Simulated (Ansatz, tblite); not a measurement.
Cost and result up the ladder for (BeO)4 cube (Be4O4) (8 atoms). The state is a singlet with charge 0. Geometry: B3LYP-D4/def2-SVP.

```xyz
8

Be   -0.312   -1.070    0.611
O     1.248   -0.616    0.613
Be    0.518    0.821    0.820
O    -1.001    0.317    1.100
Be   -1.043    0.514   -0.512
O    -0.620   -0.982   -0.982
Be    0.837   -0.265   -0.919
O     0.373    1.280   -0.731
```

Ansatz on 4 threads of Arm Neoverse V1 on a shared host; xTB runs through tblite on one thread. Times are rough, summed over both states, and most runs start from the orbitals of an earlier one. PBE0-D4/def2-TZVP serves as the yardstick here, not as an exact answer. The other state is a doublet.

The xTB rows come from tblite. HOMO above LUMO, or a gap near zero within one spin, warns that the state may not be the lowest or that an electron is smeared out.

Raw xTB energies of ions are shifted by several eV.

```
                            level  functions  vertical IE (eV)  difference from PBE0-D4/def2-TZVP (eV)                                     remarks
r2SCAN-D4/def2-TZVP (with forces)        200             10.02                                   -0.37                                           –
                 PBE-D4/def2-TZVP        200              9.90                                   -0.49  gap within one spin near zero (+1 doublet)
                PBE0-D4/def2-TZVP        200             10.39                                    0.00                                           –
                         GFN1-xTB         32             13.73                                    3.34                                           –
                         GFN2-xTB         32             15.30                                    4.91                                           –
```

**Question.** Estimate how long each takes.

**Answer.** GFN1-xTB 0.01 s; GFN2-xTB 0.01 s; PBE-D4/def2-TZVP 6.4 s; r2SCAN-D4/def2-TZVP (with forces) 15 s; PBE0-D4/def2-TZVP 15 s. On shared hardware such times vary by a factor of up to 3.
